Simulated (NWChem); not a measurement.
C2Cl3F; SMILES FC(Cl)=C(Cl)Cl

Computed with NWChem. The geometry was optimised at PBE0/def2-SVP. Gas-phase geometry, NWChem's default radii.

COSMO at PBE0/def2-SVP gives an electrostatic solvation energy of -0.68 kcal/mol for ε = 4.8. Its surface charges are scaled by f = (ε − 1)/ε.

**Question.** Estimate the value for ε = 78.4 from the scaling alone and compare it with a run.

**Answer.** 
1. f = 0.7917 and 0.9872; their ratio is 1.247.
2. With a rigid solute density the energy is proportional to f: -0.68 × 1.247 = -0.85 kcal/mol.
3. The run gives -0.86 kcal/mol, equal to the estimate within rounding.
